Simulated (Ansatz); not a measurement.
The same path of C2H8GeN2O (14 atoms, charge 0, multiplicity 1) was run 3 times with different band settings. The coordinate that changes most is the height of N4 over the plane of its neighbours.

Theory: Ansatz 0.2.0, RKS PBE0/def2-SVP.

Relaxed end points:

```xyz
14
Properties=species:S:1:pos:R:3
C 0.637 -2.088 -0.028
N 0.954 -0.863 0.005
C -0.035 0.128 -0.334
N 0.578 1.013 -1.291
O -1.234 -0.355 -0.870
Ge -0.545 1.011 1.394
H 1.388 -2.839 0.252
H -0.369 -2.437 -0.318
H 1.573 1.106 -1.105
H 0.146 1.934 -1.304
H -1.074 -0.423 -1.825
H -1.269 0.030 2.333
H 0.715 1.566 2.083
H -1.476 2.189 1.037
```

```xyz
14
Properties=species:S:1:pos:R:3
C 0.652 -2.037 -0.004
N 0.991 -0.819 0.058
C 0.033 0.201 -0.267
N 0.721 1.212 -1.011
O -1.150 -0.265 -0.886
Ge -0.568 1.007 1.463
H 1.390 -2.806 0.262
H -0.359 -2.369 -0.301
H 1.317 0.822 -1.739
H 0.074 1.889 -1.405
H -0.927 -0.521 -1.793
H -1.439 -0.008 2.228
H 0.652 1.405 2.304
H -1.401 2.258 1.120
```

Common settings: spring 5.0 eV/Å²; optimiser quadratic models (default); start path through a guess of the saddle point; end points relaxed.

| run | movable images | climbing image | force threshold | iteration limit |
| --- | --- | --- | --- | --- |
| 1 | 9 | yes | 0.03 eV/Å | 24 |
| 2 | 3 | no | 0.03 eV/Å | 58 |
| 3 | 9 | yes | 0.2 eV/Å | 23 |

(1) What does each run give, and how far can it be trusted?

Results:

(1) Run 1: converged after 15 iterations, highest image 0.171 eV above the first end. A vibrational analysis at the climbing image gives one clearly imaginary mode, 523i cm⁻¹: a first-order saddle point.
Run 2: converged after 15 iterations, highest image 0.180 eV above the first end. No image climbed, so the highest image needn't sit at the top of the path. So few images can step over the top or miss a turn of the path.
Run 3: converged after 8 iterations, highest image 0.180 eV above the first end. The threshold of 0.2 eV/Å is loose, so the images may lie well off the minimum-energy path. The order of the stationary point at the top wasn't checked.
